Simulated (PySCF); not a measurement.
A structure optimised at B3LYP-D3(BJ)/def2-SVP, used in a PySCF frequency run:

```xyz
8

B     -0.5016    -0.0116     0.0000
O     -1.1354    -0.0074    -1.2080
H     -2.1012     0.0087    -1.1729
O     -1.1354    -0.0074     1.2080
H     -2.1012     0.0087     1.1729
P      1.4377     0.1193     0.0000
H      1.6553    -0.8153     1.0548
H      1.6553    -0.8153    -1.0548
```
Charge 0, spin multiplicity 1.

Q: Write its SMILES, formula and point group.

A: OB(O)P, BH4O2P, Cs

Q: What are its rotational constants (standard atomic weights)?

A: 9.4656, 4.0718, 2.9020 GHz
